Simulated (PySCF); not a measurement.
Computed shifts of a molecule C₂H₈AlN, PBE/pcSseg-1 run with PySCF, GIAO, gas phase, atoms alike by connectivity averaged where their shifts nearly agree, in ppm (number of nuclei): ¹H: 4.86 (2), 3.26 (6). ¹⁵N: 118.8 (1). ¹³C: 46.3 (2). References: ¹H against TMS (σ = 31.49 ppm); ¹⁵N against NH3 (σ = 267.0 ppm); ¹³C against TMS (σ = 182.0 ppm), references at their B3LYP-D3(BJ)/def2-TZVP geometries, non-relativistic. The structure is a stationary point at PBE0-D3(BJ)/def2-SVP. The values are those of a single conformer.

Problem. Pick the molecule that these values belong to.
(A) C[N](C)[AlH2]
(B) [CH3][Al]([CH3])[NH2]
(C) C[NH][AlH][CH3]
(D) C[CH2][AlH][NH2]

Solution. A, C[N](C)[AlH2]
